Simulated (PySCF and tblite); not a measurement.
5 regioisomers of C₅H₅N₃Si:

| isomer | SMILES |
| --- | --- |
| A | [N:1]#[C:2][c:3]1[n:4][cH:5][cH:6][c:7]([SiH3:8])[n:9]1 |
| B | [N:1]#[C:2][c:3]1[cH:4][cH:5][n:6][c:7]([SiH3:8])[n:9]1 |
| C | [N:1]#[C:2][c:3]1[cH:4][n:5][c:6]([SiH3:7])[n:8][cH:9]1 |
| D | [N:1]#[C:2][c:3]1[cH:4][n:5][cH:6][n:7][c:8]1[SiH3:9] |
| E | [N:1]#[C:2][c:3]1[n:4][cH:5][c:6]([SiH3:7])[cH:8][n:9]1 |

Computed spectrum of one of them (conformer average at 298.15 K; GFN1-xTB geometries, energies PBE0/cc-pVDZ (IEF-PCM, dimethylsulfoxide) (D3(BJ) added where defined), GIAO shieldings B97-2/pcSseg-1 (IEF-PCM, dimethylsulfoxide), SCF tolerance 1e-06; references on GFN2-xTB geometries), in ppm: ¹H (against TMS): 9.33 (1H), 7.99 (1H). ¹³C (against TMS): 187.1 (1C), 155.6 (1C), 144.8 (1C), 132.3 (1C), 123.5 (1C). ²⁹Si (against TMS): -112.7 (1Si). Of the H, only those on carbon are given.

(1) Which isomer is it?

Unscaled ²⁹Si and ¹⁵N shifts at such levels can be off by tens of ppm; differences between conformers or isomers are more reliable. Shifts are unscaled: against experiment ¹³C can be off by 15 ppm or more and ¹H by 0.8 ppm. At least one structure keeps an imaginary mode at the tight-binding level.

Results:

(1) B. Signals are matched in order of shift, without assignment. After a straight-line scaling (slope 0.85 to 1.15) of computed carbon shifts, the largest errors are A 6.3 ppm (at 123.5), B 6.2 ppm (at 155.6), C 16.9 ppm (at 144.8), D 15.0 ppm (at 144.8), E 17.3 ppm (at 155.6). Assigned: ¹H (against TMS): 9.33 (H5, 1H), 7.99 (H4, 1H). ¹³C (against TMS): 187.1 (C7), 155.6 (C5), 144.8 (C3), 132.3 (C4), 123.5 (C2). ²⁹Si (against TMS): -112.7 (Si8). For comparison, at another level (GFN2-xTB geometries, energies PBE0/pcSseg-1 (D3(BJ) added where defined), GIAO shieldings PBE0/pcSseg-1) the isomers give: A: ¹H (against TMS): 9.03 (H5, 1H), 7.66 (H6, 1H). ¹³C (against TMS): 179.3 (C7), 160.9 (C5), 150.5 (C3), 134.8 (C6), 121.6 (C2). ²⁹Si (against TMS): -68.0 (Si8). ¹⁵N (against NH3): 366.5 (N9), 342.3 (N4), 310.2 (N1). B: ¹H (against TMS): 9.23 (H5, 1H), 7.58 (H4, 1H). ¹³C (against TMS): 184.0 (C7), 162.1 (C5), 146.0 (C3), 130.9 (C4), 121.9 (C2). ²⁹Si (against TMS): -69.5 (Si8). ¹⁵N (against NH3): 365.8 (N6), 357.6 (N9), 323.1 (N1). C: ¹H (against TMS): 9.16 (H4/H9, 2H). ¹³C (against TMS): 185.5 (C6), 164.8 (C4/C9), 120.8 (C2), 112.6 (C3). ²⁹Si (against TMS): -69.3 (Si7). ¹⁵N (against NH3): 353.1 (N5/N8), 335.5 (N1). D: ¹H (against TMS): 9.68 (H6, 1H), 9.14 (H4, 1H). ¹³C (against TMS): 185.0 (C8), 166.3 (C4), 163.5 (C6), 121.7 (C3), 121.6 (C2). ²⁹Si (against TMS): -67.6 (Si9). ¹⁵N (against NH3): 353.7 (N7), 339.3 (N1), 329.5 (N5). E: ¹H (against TMS): 9.20 (H5/H8, 2H). ¹³C (against TMS): 169.4 (C5/C8), 151.4 (C3), 132.1 (C6), 121.4 (C2). ²⁹Si (against TMS): -73.5 (Si7). ¹⁵N (against NH3): 342.8 (N4/N9), 312.7 (N1). H not on carbon is left out.


¹⁵N shifts are against a computed isolated NH3 molecule, about 20 ppm from the liquid.